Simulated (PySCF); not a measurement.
Circular dichroism: `C[C@]1([SiH3])CN[Si@@H]1[AsH2]`, C$_{3}$H$_{12}$AsNSi$_{2}$

Geometry:
```json
{"atom": "C1", "x (Å)": "-0.245", "y (Å)": "0.000", "z (Å)": "-1.676"}
{"atom": "C2", "x (Å)": "-0.525", "y (Å)": "0.087", "z (Å)": "-0.181"}
{"atom": "Si3", "x (Å)": "-2.120", "y (Å)": "-0.813", "z (Å)": "0.288"}
{"atom": "C4", "x (Å)": "-0.456", "y (Å)": "1.538", "z (Å)": "0.316"}
{"atom": "N5", "x (Å)": "0.900", "y (Å)": "1.508", "z (Å)": "0.829"}
{"atom": "Si6", "x (Å)": "1.081", "y (Å)": "-0.211", "z (Å)": "0.840"}
{"atom": "As7", "x (Å)": "2.955", "y (Å)": "-0.892", "z (Å)": "-0.344"}
{"atom": "H8", "x (Å)": "-0.081", "y (Å)": "-1.038", "z (Å)": "-1.974"}
{"atom": "H9", "x (Å)": "-1.075", "y (Å)": "0.394", "z (Å)": "-2.263"}
{"atom": "H10", "x (Å)": "0.651", "y (Å)": "0.572", "z (Å)": "-1.933"}
{"atom": "H11", "x (Å)": "-3.259", "y (Å)": "-0.168", "z (Å)": "-0.375"}
{"atom": "H12", "x (Å)": "-2.320", "y (Å)": "-0.751", "z (Å)": "1.738"}
{"atom": "H13", "x (Å)": "-2.028", "y (Å)": "-2.210", "z (Å)": "-0.147"}
{"atom": "H14", "x (Å)": "-0.575", "y (Å)": "2.287", "z (Å)": "-0.475"}
{"atom": "H15", "x (Å)": "-1.195", "y (Å)": "1.749", "z (Å)": "1.099"}
{"atom": "H16", "x (Å)": "1.208", "y (Å)": "2.246", "z (Å)": "1.443"}
{"atom": "H17", "x (Å)": "0.810", "y (Å)": "-0.897", "z (Å)": "2.128"}
{"atom": "H18", "x (Å)": "2.524", "y (Å)": "-2.326", "z (Å)": "-0.243"}
{"atom": "H19", "x (Å)": "3.738", "y (Å)": "-1.065", "z (Å)": "0.923"}
```

Theory: TDDFT CAM-B3LYP/def2-SVPD circular dichroism and optical rotation, one conformer, gas phase in PySCF 2.14.0. Geometry: GFN2-xTB.

The molecule is flexible and this is one conformer; a measurement averages over conformers. The calculation is non-relativistic, which matters for the atoms heavier than Zn.

What are the CIP labels of the stereocentres?

C2 R, Si6 R.

List the lowest 16 singlet excitations with oscillator and rotatory strengths.

Rotatory strengths R in 10⁻⁴⁰ esu² cm², velocity form and length form (origin at the centre of mass); f in length form.
| state | E (eV) | λ (nm) | f | R (velocity) | R (length) | main |
| --- | --- | --- | --- | --- | --- | --- |
| 1 | 5.34 | 232 | 0.005 | +30.8 | +28.7 | HOMO→LUMO 0.94 |
| 2 | 6.09 | 204 | 0.001 | -1.6 | -1.0 | HOMO→LUMO+1 0.40, HOMO−1→LUMO 0.26 |
| 3 | 6.24 | 199 | 0.077 | -82.8 | -81.4 | HOMO−1→LUMO 0.34, HOMO→LUMO+1 0.25 |
| 4 | 6.46 | 192 | 0.068 | +49.6 | +50.0 | HOMO→LUMO+2 0.39, HOMO→LUMO+1 0.19 |
| 5 | 6.53 | 190 | 0.022 | +12.2 | +12.0 | HOMO→LUMO+3 0.32, HOMO−1→LUMO 0.30 |
| 6 | 6.66 | 186 | 0.032 | -13.8 | -12.9 | HOMO−2→LUMO 0.72, HOMO→LUMO+3 0.14 |
| 7 | 6.80 | 182 | 0.059 | +20.9 | +20.7 | HOMO→LUMO+5 0.48 |
| 8 | 7.08 | 175 | 0.076 | -26.4 | -26.4 | HOMO−1→LUMO+1 0.63 |
| 9 | 7.15 | 174 | 0.025 | -17.4 | -18.9 | HOMO−1→LUMO+2 0.39, HOMO−2→LUMO+1 0.37 |
| 10 | 7.24 | 171 | 0.206 | +21.6 | +20.8 | HOMO−2→LUMO+2 0.30, HOMO−2→LUMO+1 0.25 |
| 11 | 7.39 | 168 | 0.003 | -18.4 | -18.2 | HOMO−1→LUMO+3 0.41, HOMO→LUMO+4 0.12 |
| 12 | 7.42 | 167 | 0.004 | +7.3 | +7.0 | HOMO−3→LUMO 0.60 |
| 13 | 7.46 | 166 | 0.027 | +16.0 | +15.3 | HOMO−2→LUMO+2 0.24, HOMO−1→LUMO+3 0.14 |
| 14 | 7.49 | 165 | 0.020 | +1.6 | -0.3 | HOMO→LUMO+4 0.17, HOMO−2→LUMO+2 0.13 |
| 15 | 7.58 | 164 | 0.024 | +2.1 | +2.1 | HOMO→LUMO+7 0.36, HOMO−3→LUMO 0.10 |
| 16 | 7.61 | 163 | 0.128 | -40.6 | -39.8 | HOMO−2→LUMO+3 0.26, HOMO→LUMO+6 0.19 |

For state 14 the two forms differ in sign, so the sign of R isn't settled.

Among the states computed, the strongest CD band (largest |R|) is state 3. The largest dissymmetry factor in size, g = 4R/(D+G), with D and G the electric and magnetic dipole strengths, is -0.061 for state 11 (velocity form, f = 0.003), among bands with |R| over 0.5. The mirror image has the same energies and oscillator strengths and all R with the opposite sign.
